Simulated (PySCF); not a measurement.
SMILES O[SiH](Br)Br (H2Br2OSi) (B3LYP/def2-SVP optimised geometry):

```
6

Si    -0.656    -0.695     0.000
O      0.992    -0.695     0.000
Br    -1.463     1.390     0.000
Br    -1.462    -1.764     1.791
H     -1.086    -1.390    -1.224
H      1.463    -0.279     0.733
```

Method: B3LYP/def2-TZVP (PySCF).

**Question.** What are the frontier orbital energies and the dipole moment?

**Answer.** HOMO-2 -8.63 eV, HOMO-1 -8.53 eV, HOMO -8.23 eV, LUMO -0.77 eV, LUMO+1 -0.15 eV; dipole moment 1.00 D.

On the same geometry PBE/def2-TZVP in PySCF gives HOMO-2 -7.59 eV, HOMO-1 -7.49 eV, HOMO -7.20 eV, LUMO -1.43 eV, LUMO+1 -0.78 eV; dipole moment 1.04 D.

Meta-Löwdin charges at B3LYP/def2-TZVP: Si1 0.98, O2 -0.73, Br3 -0.26, Br4 -0.26, H5 -0.09, H6 0.36.
